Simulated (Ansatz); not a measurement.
Reaction (ligand exchange at a B–S bond): `NB(N)S` + `O[SiH3]` → `NB(N)O[SiH3]` + H₂S

Isolated molecules relaxed with PBE0-D4/def2-TZVP in Ansatz; ΔE leaves out vibrations. CCSD(T)/CBS adds triple-zeta CCSD(T) − MP2 to the extrapolated MP2 energy (def2 sets, frozen cores). This one scheme is used for every species. Functionals use def2-TZVPP. HSE06 is defined as in plane-wave codes. Each species was taken in one conformer, which may not be the lowest.

```csv
level,ΔE (kcal/mol)
BLYP-D4,-14.1
r2SCAN-D4,-13.6
B97M-V,-14.8
HSE06,-12.4
LC-ωPBE,-13.1
HF/def2-TZVPP,-17.9
SCS-MP2/def2-TZVPP,-14.2
CCSD/CBS(def2),-14.7
```

Question: What does CCSD(T)/CBS give? (An estimate is asked.)

Answer: Ansatz gave: -14.0 kcal/mol. The listed levels differ from it by -0.1, 0.4, -0.8, 1.6, 0.9, -3.9, -0.2, -0.7 kcal/mol.

Largest T1 diagnostic among the species: 0.011.

Leaving LDA and LC-ωPBE aside and taking each functional with its dispersion term where it has one, the values, not all of them listed here, spread over 5.2 kcal/mol, from BHLYP-D4 to revPBE-D4. LDA lies −1.9 kcal/mol from PBE without D4. At CCSD(T), def2-SVP lies −2.7 kcal/mol from the extrapolated value and def2-TZVPP −0.5 kcal/mol. From PBE to PBE0 (25 % exact exchange), in def2-TZVPP and without D4, ΔE moves by −1.1 kcal/mol.
